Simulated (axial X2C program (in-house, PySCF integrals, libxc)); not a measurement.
## Potential curves of BiH⁻, 2c

Calculated with an in-house relativistic program for diatomic molecules. Two-component (2c) means X2C with spin–orbit coupling and atomic mean-field two-electron Coulomb and Gaunt terms. Basis: Bi dyall-acv3z [13s15p11d7f1g], H dyall-av3z [7s3p2d] (cores contracted in-house); Gaussian nuclei, density fitting, unrestricted open shells. Masses: Bi 208.980 u, H 1.008 u.

State: Ω = 3/2 (⟨Sz⟩ = 0.51, ⟨Lz⟩ = 0.99 at PBE0). Energies in cm⁻¹ from the fragments at the same level (Bi- + H). Fits are polynomials in 1 − R0/R over 0.85 to 1.23 times the lowest point R0.

```json
{"R (Å)": "1.6043", "PBE0": "-16096"}
{"R (Å)": "1.6780", "PBE0": "-17743"}
{"R (Å)": "1.7334", "PBE0": "-18462"}
{"R (Å)": "1.7887", "PBE0": "-18836"}
{"R (Å)": "1.8440", "PBE0": "-18939"}
{"R (Å)": "1.9085", "PBE0": "-18793"}
{"R (Å)": "1.9731", "PBE0": "-18430"}
{"R (Å)": "2.0561", "PBE0": "-17740"}
{"R (Å)": "2.1575", "PBE0": "-16680"}
{"R (Å)": "2.3050", "PBE0": "-14942"}
```

The state is a single determinant with fixed occupations, the lowest that a limited PBE0 search found. Dissociation energies refer to the lowest single-determinant-based atoms at the same level and basis. Density functionals use the spin component along the axis (collinear). Without a current term, density functionals place determinants with orbital angular momentum somewhat too high. The highest occupied level of some functionals is positive through self-interaction error; at Hartree–Fock it is bound.

Question: What are Re, ωe and De at the PBE0 level?

Answer: At PBE0, 2c: Re = 1.841 Å, ωe ≈ 1540 cm⁻¹, De = 2.35 eV to Bi- + H; Be follows as 4.96 cm⁻¹.
